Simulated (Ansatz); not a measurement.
`[Cl][Ge]([Cl])([Cl])[SeH]`. Total charge 0; spin multiplicity 1. Correlated methods include outer-core shells of Ge, Se, which these sets cover unevenly. Scalar relativity is left out up to krypton.

```xyz
6

Cl    0.0758    0.2230    2.2134
Ge    0.4279   -0.0986    0.1362
Cl    2.4041    0.5363   -0.3287
Cl    0.2923   -2.2014   -0.1827
Se   -1.0213    1.1115   -1.2179
H    -2.1787    0.4292   -0.6202
```

**Question.** Give the diagnostics of a CCSD(T)/def2-TZVPP run (frozen core, Ansatz). (Best estimate.)

**Answer.** The calculation gave: T1 = 0.0093, largest single amplitude 0.021, largest double 0.037, (T) share of the correlation energy 4.1 %, 8 CCSD cycles. The RHF solution is stable towards an unrestricted one. T1 lies under the customary mark of 0.02 for closed shells.
